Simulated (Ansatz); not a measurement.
Ansatz input wanted

InH2OF: 5 atoms, total charge 0, spin state triplet. As SMILES of the parent species, `[OH][InH][F]`. Geometry: relaxed at PBE0-D4/def2-TZVP. This is one conformer, not always the lowest. That shape belongs to the parent species and isn't relaxed for this state.

```xyz
5

O    -1.2795   -0.3459   -0.5774
In    0.4801    0.0425    0.2100
F     1.1859   -1.6547    0.8415
H    -1.7252    0.4298   -0.9257
H     1.3885    1.4547    0.4102
```

Settings wanted:

```json
{
 "basis set": "def2-SVP",
 "core potential": "def2-SVP",
 "integral approximation": "none",
 "task": "energy",
 "method": "DFT",
 "functional": "BLYP",
 "reference": "UKS",
 "accuracy": "high",
 "start density": "atoms"
}
```

Q: Write the Ansatz 0.2.0 input and the command.

A: This one ran through:

run.yaml:
```yaml
crystal:
  periodic: [false, false, false]
  atoms:
    - symbol: O
      position_ang: [-1.279500, -0.345900, -0.577400]
    - symbol: In
      position_ang: [0.480100, 0.042500, 0.210000]
    - symbol: F
      position_ang: [1.185900, -1.654700, 0.841500]
    - symbol: H
      position_ang: [-1.725200, 0.429800, -0.925700]
    - symbol: H
      position_ang: [1.388500, 1.454700, 0.410200]
basis:
  gaussian:
    orbitals: def2-SVP
magnetization:
  spin_polarized: true
  initial_magnetization: 2
hamiltonian:
  xc: {name: BLYP}
accuracy: high
output: {orbitals: {seedname: orbitals}}
```

```bash
$ ansatz run run.yaml --threads 1 --pin off --max-ram 3480MiB --events-out events.jsonl --progress --plain --runs-dir runs
```

Calculated total energy: -366.03694 Eh.
